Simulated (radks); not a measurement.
Problem. Radial electron density D(r) = 4 pi r^2 rho(r) of an atom or ion with 2 electrons. Calculated with a radial shooting solver on a logarithmic mesh with Libxc functionals: scalar-relativistic Kohn-Sham, BP86, spin-polarised, spherical densities, point nucleus.

r (bohr),D(r) (e/bohr),spin D(r)
0.01353,0.1911,0.0651
0.01639,0.2710,0.0923
0.02002,0.3869,0.132
0.02426,0.5395,0.184
0.02939,0.7443,0.253
0.03561,1.014,0.345
0.04315,1.359,0.463
0.05228,1.787,0.608
0.06335,2.298,0.782
0.07676,2.873,0.978
0.09375,3.500,1.19
0.1136,4.060,1.38
0.1376,4.487,1.53
0.1668,4.682,1.60
0.2021,4.563,1.56
0.2448,4.103,1.42
0.2967,3.363,1.19
0.3595,2.493,0.939
0.4391,1.652,0.712
0.532,1.060,0.574
0.6446,0.7181,0.516
0.781,0.5591,0.493
0.9464,0.4698,0.454
1.147,0.3696,0.367
1.389,0.2449,0.245
1.684,0.1277,0.128
2.056,0.04731,0.0473
2.491,0.01274,0.0127
3.019,0.002254,0.00225
3.658,0.0002382,0.000238

What is the nuclear charge?

Solution. Z = 6. The innermost maximum, from 1s, lies near gamma/Z bohr with gamma = sqrt(1 - (Z/c)^2) = 0.999, here 0.167 bohr (found: 0.172), and its height grows with Z. The density is that of the carbon ion C4+ in 1s1.5 2p0.5; the configuration itself is not fixed sharply by these data. D(r) has 1 maximum, at r = 0.172 bohr.
